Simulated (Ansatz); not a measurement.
C$_{4}$H$_{10}$N, doublet, at a GFN2-xTB geometry, with bond 8-2 at 2.2 times its length; PBE0/6-31G run with Ansatz (a program for electronic structure).

Input for Ansatz:
Ansatz 0.2 input:
```yaml
crystal:
  periodic: [false, false, false]
  atoms:
    - {symbol: C, position_ang: [-2.00975211, -0.28913162, 0.11266278]}
    - {symbol: C, position_ang: [-0.63611941, -0.81220667, 0.05383904]}
    - {symbol: N, position_ang: [0.32119448, 0.21342614, -0.32854736]}
    - {symbol: C, position_ang: [0.44567725, 1.22413843, 0.70083823]}
    - {symbol: C, position_ang: [1.61089471, -0.34783371, -0.66528017]}
    - {symbol: H, position_ang: [-2.29080289, 0.53338212, -0.51306271]}
    - {symbol: H, position_ang: [-2.75712886, -0.79102040, 0.69395594]}
    - {symbol: H, position_ang: [-0.49480144, -2.56316335, -1.62561295]}
    - {symbol: H, position_ang: [-0.36718185, -1.29180698, 1.01772009]}
    - {symbol: H, position_ang: [1.06680073, 2.03825357, 0.32980609]}
    - {symbol: H, position_ang: [0.89726658, 0.83034078, 1.62654793]}
    - {symbol: H, position_ang: [-0.54331670, 1.61266766, 0.93649639]}
    - {symbol: H, position_ang: [2.27423630, 0.45587406, -0.98200300]}
    - {symbol: H, position_ang: [1.49688682, -1.04748233, -1.49259019]}
    - {symbol: H, position_ang: [2.08255994, -0.87589380, 0.18015010]}
basis:
  gaussian:
    orbitals: 6-31G
hamiltonian:
  xc: pbe0
magnetization: {spin_polarized: true, initial_magnetization: 1}
scf: {lower_state_search: off}
```

It wrote (shortened):

```
Functional definition: PBE0
these checks for a lower state are left out or cut short: stability, starts, cluster_reference, orbital_swaps, neighbouring_geometries, increment
960 factors; integrals over basis functions are off by at most 2.3e-4 eV
mean field evaluation 1: about -5780.1183 eV, gradient 3.5e1 eV
mean field evaluation 2: about -5767.1702 eV, gradient 5.4e1 eV
mean field evaluation 4: about -5787.1626 eV, gradient 3.7e0 eV
mean field evaluation 8: about -5787.3444 eV, gradient 3.0e-1 eV
mean field evaluation 16: about -5787.3338 eV, gradient 2.0e-3 eV
mean field -5787.33378548 eV, -212.6805938208 hartree, gradient 3.3e-6 eV, S^2 0.847371; 0 other end points of the search recorded, 0 dependent functions left out
reference -5787.33380707 eV, -212.6805946142 hartree; 21, 20 occupied and 44, 45 virtual orbitals, 960 factors
Total energy: -5787.33380707 eV, -212.6805946142 hartree
Checks for a lower state left out: stability, starts, cluster_reference, orbital_swaps, neighbouring_geometries, increment
```
